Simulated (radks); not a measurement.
The numbers below are computed, except where a source is named.
Ionisation of the arsenic ion As30+, [He] 2s1, to As31+, [He], under several functionals. Scalar-relativistic Kohn-Sham, spin-polarised, spherical densities, finite nucleus; open shells are filled with parallel spins first; a radial shooting solver on a logarithmic mesh with Libxc functionals.

functional	E(As30+) (hartree)	Exc (hartree)	IE (eV)	-e(HOMO) (eV)	<r> HOMO (bohr)	IE error (eV)
RPBE	-1209.88208	-24.10328	3417.3	3366.0	0.1853	+5.7
MS2 meta-GGA	-1209.91107	-24.12716	3416.3	3369.0	0.1853	+4.6
TASK exchange with Perdew-Wang LDA correlation	-1209.68428	-23.84929	3404.2	3366.9	0.1856	-7.4
HCTH/407	-1209.17865	-23.39759	3413.2	3366.9	0.1853	+1.5
LDA (Slater exchange, VWN5 correlation)	-1206.93778	-21.13144	3410.2	3360.3	0.1854	-1.5

NIST Atomic Spectra Database: 3411.6 eV (theoretical). Closest: LDA (Slater exchange, VWN5 correlation). The Delta-SCF values span 13.10 eV, the total energies 2.97 hartree. The highest occupied level is 2s.
